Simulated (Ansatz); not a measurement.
Cost and result for the atomization energy of CH₆NOSi (`CO[SiH]N`) radical (10 atoms, 9 bonds).

Z-matrix (Å, degrees):
```
C
O 1 1.414
H 1 1.096 2 110.9
H 1 1.092 2 108.3 3 119.1
H 1 1.095 2 111.4 3 -121.1
Si 2 1.641 1 124.0 3 71.2
N 6 1.723 2 110.0 1 55.5
H 6 1.501 2 111.8 1 -59.9
H 7 1.008 6 120.6 2 63.3
H 7 1.009 6 118.8 2 -153.8
```

Charge 0, multiplicity 2. All single points use the PBE0-D4/def2-TZVP geometry. It is one conformer, not always the lowest. Program: Ansatz. Hardware: A = 2 threads of an AMD EPYC 7R13 on a shared host; B = 2 threads of an AMD EPYC 7R13 on a shared host and a share of an NVIDIA H100 80 GB. Times are those of one run each, without the atoms' runs, and a repeat can differ threefold. Electronic energies, without spin–orbit coupling; frozen cores. CCSD(T)/CBS adds CCSD(T) − MP2 in def2-TZVPP to the MP2 limit, and its time is that of the two runs behind it. T1 = 0.013; ⟨S²⟩ of the reference is 0.75. B3LYP takes the VWN-RPA correlation (the form of Gaussian; ORCA's B3LYP/G).

CCSD(T)/CBS is a level of theory with its own doubt, some kJ/mol a heavy atom from the limit and from the frozen cores, so smaller differences don't rank the functionals.

```json
{"level": "MP2/def2-QZVPP [B]", "functions": "421", "wall time": "2.5 s", "atomization (kJ/mol)": "3541.1", "difference from CCSD(T)/CBS": "6.8", "per bond": "0.7"}
{"level": "PBE-D4/def2-TZVPP (with forces) [A]", "functions": "219", "wall time": "3.7 s", "atomization (kJ/mol)": "3594.4", "difference from CCSD(T)/CBS": "60.1", "per bond": "6.7"}
{"level": "CCSD(T)/def2-TZVPP [B]", "functions": "219", "wall time": "3.8 s", "atomization (kJ/mol)": "3427.9", "difference from CCSD(T)/CBS": "-106.4", "per bond": "-11.8"}
{"level": "PBE0-D4/def2-TZVPP [A]", "functions": "219", "wall time": "4.7 s", "atomization (kJ/mol)": "3522.7", "difference from CCSD(T)/CBS": "-11.6", "per bond": "-1.3"}
{"level": "B3LYP-D4/def2-TZVPP (with forces) [A]", "functions": "219", "wall time": "5.5 s", "atomization (kJ/mol)": "3546.0", "difference from CCSD(T)/CBS": "11.7", "per bond": "1.3"}
{"level": "CCSD(T)/CBS(def2)", "functions": "–", "wall time": "6.3 s", "atomization (kJ/mol)": "3534.3", "difference from CCSD(T)/CBS": "0.0", "per bond": "0.0"}
{"level": "r2SCAN-D4/def2-TZVPP (with forces) [A]", "functions": "219", "wall time": "7 s", "atomization (kJ/mol)": "3538.2", "difference from CCSD(T)/CBS": "3.9", "per bond": "0.4"}
{"level": "B2PLYP/def2-TZVPP [A]", "functions": "219", "wall time": "7 s", "atomization (kJ/mol)": "3499.4", "difference from CCSD(T)/CBS": "-34.9", "per bond": "-3.9"}
{"level": "ωB97X-V/def2-TZVPP [A]", "functions": "219", "wall time": "11 s", "atomization (kJ/mol)": "3545.9", "difference from CCSD(T)/CBS": "11.6", "per bond": "1.3"}
{"level": "ωB97M-V/def2-TZVPP (with forces) [A]", "functions": "219", "wall time": "14 s", "atomization (kJ/mol)": "3540.6", "difference from CCSD(T)/CBS": "6.3", "per bond": "0.7"}
```

The D4 term adds +28.6 kJ/mol with B3LYP and +14.9 kJ/mol with PBE0; it sums over pairs of atoms, weighted by their polarisabilities, and B3LYP, whose exchange is more repulsive, gets the larger term. In def2-TZVPP, CCSD(T) changes the Hartree–Fock value by +920.3 kJ/mol (the triples alone add +48.8 kJ/mol) and MP2 by +969.2 kJ/mol; breaking electron pairs costs correlation energy, which Hartree–Fock lacks. From PBE to PBE0 (25 % exact exchange), in def2-TZVPP and without D4, the atomization energy moves by −68.8 kJ/mol: exact exchange takes away binding that semilocal exchange gives to molecules.
